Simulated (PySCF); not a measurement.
Problem. Give a PBE0-D3(BJ)/def2-SVP geometry of `C=C1CC[C@@H](OC=O)C1`.

Solution. 
```xyz
19
C7H10O2 angstrom
C     -2.9001    1.0128    0.3537
C     -1.7256    0.4664    0.0371
C     -1.5172   -0.7047   -0.9043
C     -0.0186   -0.7007   -1.1997
C      0.5835   -0.1883    0.1020
O      1.9016    0.3197   -0.1084
C      2.8812   -0.1056    0.6871
O      2.7804   -0.8891    1.5862
C     -0.3750    0.9123    0.5512
H     -3.8333    0.6457   -0.0825
H     -2.9716    1.8451    1.0592
H     -1.7985   -1.6394   -0.3879
H     -2.1428   -0.6407   -1.8065
H      0.3809   -1.6802   -1.4988
H      0.2218    0.0204   -1.9984
H      0.6406   -0.9901    0.8533
H      3.8281    0.3870    0.3814
H     -0.3572    1.0868    1.6371
H     -0.0710    1.8536    0.0611
```

Any rigid rotation of these coordinates is as good. Atoms count from 1 in this order. The C–O distances run from 1.197 Å (C7=O8, drawn double) to 1.428 Å (C5–O6, drawn single), a spread of 0.231 Å. Of the pairs four or more bonds apart, O8···H16 is among the closest relative to their van der Waals radii: 2.26 Å, 83 % of the sum of Bondi's values. The 5-membered ring C2–C3–C4–C5–C9 has internal angles of 102.9° to 108.4°; it is puckered, 0.17 Å rms from its mean plane, widest ring torsion 40°. The 6 C–C bonds span 1.333 Å (C1=C2, drawn double) to 1.527 Å (C3–C4, drawn single), a spread of 0.194 Å.

Bonds between heavy atoms (Å): C1=C2 1.333, C2–C3 1.517, C3–C4 1.527, C4–C5 1.523, C5–O6 1.428, O6–C7 1.332, C7=O8 1.197, C5–C9 1.527, C2–C9 1.512.

Level of theory: PBE0-D3(BJ)/def2-SVP geometry optimisation, gas phase (PySCF).

Point group: C1 (no symmetry element, even within 0.4 Å). Whether it is a minimum is left open (no frequencies). One conformer, not necessarily the lowest (C4–C5–O6–C7 -130°, C5–O6–C7–O8 0°, C1–C2–C3–C4 166°, C2–C3–C4–C5 33°, C3–C4–C5–O6 -160°, C4–C5–C9–C2 31°).

Rough CPU time on one thread of a shared machine: about 4 min. That covers the optimisation of the geometry.
